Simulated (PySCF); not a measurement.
Compound: C6H14OSi.
SMILES with atom numbers: `[CH2:1]=[C:2]([CH3:3])[CH2:4][C@H:5]([CH3:6])[O:7][SiH3:8]` (hydrogens: H9, H10 on C1; H11, H12, H13 on C3; H14, H15 on C4; H16 on C5; H17, H18, H19 on C6; H20, H21, H22 on Si8)

Level of theory: B3LYP/def2-SV(P) geometry optimisation, gas phase (PySCF 2.14.0).

Task: List the bond lengths, angles and torsions at this level.

Result: 
```json
{"bond": "C1=C2", "length (Å)": "1.341", "order": "double"}
{"bond": "C2–C3", "length (Å)": "1.510", "order": "single"}
{"bond": "C2–C4", "length (Å)": "1.515", "order": "single"}
{"bond": "C4–C5", "length (Å)": "1.541", "order": "single"}
{"bond": "C5–C6", "length (Å)": "1.529", "order": "single"}
{"bond": "C5–O7", "length (Å)": "1.422", "order": "single"}
{"bond": "O7–Si8", "length (Å)": "1.665", "order": "single"}
{"bond": "C1–H9", "length (Å)": "1.096", "order": "single"}
{"bond": "C1–H10", "length (Å)": "1.097", "order": "single"}
{"bond": "C3–H11, C3–H12, C3–H13", "length (Å)": "1.106", "order": "single"}
{"bond": "C4–H14", "length (Å)": "1.108", "order": "single"}
{"bond": "C4–H15", "length (Å)": "1.104", "order": "single"}
{"bond": "C5–H16", "length (Å)": "1.110", "order": "single"}
{"bond": "C6–H17, C6–H18, C6–H19", "length (Å)": "1.105", "order": "single"}
{"bond": "Si8–H20, Si8–H22", "length (Å)": "1.500", "order": "single"}
{"bond": "Si8–H21", "length (Å)": "1.490", "order": "single"}
```

Bonds in one row agree within 0.01 Å and their mean is given. Orders are formal, as drawn. A selection of angles:
```json
{"angle": "C2–C1–H9", "degrees": "121.4"}
{"angle": "C2–C1–H10", "degrees": "121.6"}
{"angle": "H9–C1–H10", "degrees": "117.0"}
{"angle": "C1–C2–C3", "degrees": "121.9"}
{"angle": "C1–C2–C4", "degrees": "121.5"}
{"angle": "C3–C2–C4", "degrees": "116.6"}
{"angle": "C2–C3–H11", "degrees": "111.7"}
{"angle": "H11–C3–H12", "degrees": "107.6"}
{"angle": "H12–C3–H13", "degrees": "106.5"}
{"angle": "C2–C4–C5", "degrees": "114.6"}
{"angle": "C2–C4–H14", "degrees": "109.5"}
{"angle": "C2–C4–H15", "degrees": "110.0"}
{"angle": "C5–C4–H14", "degrees": "107.9"}
{"angle": "C5–C4–H15", "degrees": "107.2"}
{"angle": "H14–C4–H15", "degrees": "107.4"}
{"angle": "C4–C5–C6", "degrees": "112.1"}
{"angle": "C4–C5–O7", "degrees": "108.2"}
{"angle": "C4–C5–H16", "degrees": "108.8"}
{"angle": "C6–C5–O7", "degrees": "109.5"}
{"angle": "C6–C5–H16", "degrees": "108.5"}
{"angle": "O7–C5–H16", "degrees": "109.7"}
{"angle": "C5–C6–H17", "degrees": "111.1"}
{"angle": "C5–C6–H19", "degrees": "110.2"}
{"angle": "H17–C6–H18", "degrees": "108.2"}
{"angle": "H17–C6–H19", "degrees": "108.6"}
{"angle": "C5–O7–Si8", "degrees": "127.9"}
{"angle": "O7–Si8–H20", "degrees": "112.0"}
{"angle": "O7–Si8–H21", "degrees": "106.7"}
{"angle": "H20–Si8–H21", "degrees": "109.2"}
{"angle": "H20–Si8–H22", "degrees": "107.7"}
```

Dihedral angles: C1–C2–C4–C5 -105° (anticlinal); C2–C4–C5–C6 -175° (antiperiplanar); C4–C5–O7–Si8 -134° (anticlinal).

Si8 (oxygen-bound silicon) is tetrahedral (angles from 106.7° to 112.0°). Of the pairs four or more bonds apart, H12···H16 is among the closest relative to their van der Waals radii: 2.38 Å, 99 % of the sum of Bondi's values. The 5 C–C bonds span 1.341 Å (C1=C2, drawn double) to 1.541 Å (C4–C5, drawn single), a spread of 0.200 Å.

Point group: C1 (no symmetry element, even within 0.4 Å). Stationary, but not proved a minimum. The numbers are those of one conformer.
